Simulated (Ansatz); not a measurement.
Molecule: C2H7O2Si, charge 0, multiplicity 2. It need not be the lowest isomer of its formula. 
Coordinates optimised at B3LYP-D3(BJ)/def2-TZVP (Ansatz, an electronic-structure program):
SMILES: CO[SiH]OC
```xyz
12

Si    -0.0188     0.3986     0.3504
O     -1.2539    -0.5834    -0.1057
C     -2.6326    -0.2829     0.0412
O      1.3225    -0.3377    -0.2466
C      2.6274     0.2191    -0.2478
H     -0.1835     1.7521    -0.2959
H     -3.1977    -1.0420    -0.4986
H     -2.9319    -0.3034     1.0926
H     -2.8761     0.6989    -0.3768
H      3.2661    -0.4321    -0.8436
H      2.6359     1.2198    -0.6910
H      3.0336     0.2779     0.7656
```
Charge 0, spin multiplicity 2.

Property: atomisation energy (electronic, to ground-state atoms); the coupled-cluster value holds the core correlation from cc-pwCVTZ, in kJ/mol. Correlated levels leave the core frozen unless marked. Open shells are spin-unrestricted. Spin-orbit coupling is left out. No relativistic terms. CBS marks a two-point X^-3 extrapolation of the correlation energy; Hartree-Fock from the larger set.

Level to compare with: CCSD(T)/CBS(cc-pV(T+d)Z,cc-pV(Q+d)Z) plus the core term (Ansatz), 4483.4 kJ/mol. It is a level with limits of its own, and the differences hold the functionals' basis error too.

Question: Rank these functionals by how close they come to CCSD(T)/CBS(cc-pV(T+d)Z,cc-pV(Q+d)Z), closest first: r2SCANh/def2-TZVPD (Ansatz); SVWN5/def2-TZVPD (Ansatz); B97M-V/def2-TZVPD (Ansatz); wB97M-V/def2-TZVPD (Ansatz).

Answer: wB97M-V/def2-TZVPD (range-separated hybrid meta-GGA with VV10, 4468.3 kJ/mol, difference -15.1), B97M-V/def2-TZVPD (meta-GGA with VV10, 4462.3 kJ/mol, difference -21.1), r2SCANh/def2-TZVPD (hybrid meta-GGA, 4447.8 kJ/mol, difference -35.6), SVWN5/def2-TZVPD (LDA, 5122.8 kJ/mol, difference 639.4)
